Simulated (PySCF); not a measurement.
**Cadmium: a sound run and one with changed settings**

Sound run: Cd⁺ [Kr] 4d10 5s1, Cd²⁺ [Kr] 4d10. Computed with PySCF 2.14 in def2-SVP with the def2 core potential (28 electrons), with scalar relativity through the core potential. In the sound run the correlated levels freeze 4s2 4p6 outside the core potential. The sound run starts from symmetry-adapted Hartree-Fock orbitals and uses a fine grid where one is needed.

A second run was set up differently.

```json
{"species": "Cd⁺", "method": "MP2", "sound run (hartree)": "-166.81443", "changed run (hartree)": "-166.89757", "converged": "yes"}
{"species": "Cd²⁺", "method": "MP2", "sound run (hartree)": "-166.21550", "changed run (hartree)": "-166.29336", "converged": "yes"}
```

Ionisation energy of Cd⁺:

| method | sound run (eV) | changed run (eV) |
| --- | --- | --- |
| UHF | 15.588 | 15.588 |
| MP2 | 16.298 | 16.441 |
| SCS-MP2 | 16.185 | 16.300 |

(1) What was changed?
A. basis contracted for another Hamiltonian
B. minimal basis
C. level shift left on
D. all electrons correlated in a valence basis

## Answers

(1) D. A valence basis has no tight correlating functions, so it recovers only part of the core correlation, and not evenly between atom and ion.
